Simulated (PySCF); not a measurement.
MF3+ across the fourth-period p block

Level: PBE0, basis family def2-TZVP, no relativity.

Each entry is the lowest minimum that a search over a few typed start shapes (and spin states, where more than one is plausible) found, or that minimum re-optimised at the stated level; isomers with ligand–ligand bonds, or fragments after loss of a ligand pair, can lie lower. Open shells are unrestricted; no spin–orbit coupling; PySCF with density fitting.

| molecule | 2S+1 | point group | mean bond to the central atom (Å) | highest ω (cm⁻¹) | lowest ω (cm⁻¹) | polar-tensor charge of the central atom | dipole (D) |
| --- | --- | --- | --- | --- | --- | --- | --- |
| GeF₃⁺ | ? | ? | ? | ? | ? | ? | ? |
| AsF₃⁺ | 2 | C3v | 1.655 | 828 | 239 | 2.04 | 2.01 |
| SeF₃⁺ | 1 | C3v | 1.651 | 836 | 289 | 2.15 | 2.31 |

Q: Fill in the row of GeF₃⁺.

A: 2S+1: 1; point group: D3h; mean bond to the central atom (Å): 1.649; highest ω (cm⁻¹): 900; lowest ω (cm⁻¹): 212; polar-tensor charge of the central atom: 2.22; dipole (D): 0.00.

The bond length does not run in one direction; the largest change, 0.006 Å, falls between GeF₃⁺ and AsF₃⁺ among the members listed.

The shape changes along the series: D3h for GeF₃⁺; C3v for AsF₃⁺ and SeF₃⁺.

Left out of the table are members whose search was unfinished or whose lowest solution was spin-contaminated, unstable, very soft or bonded differently.
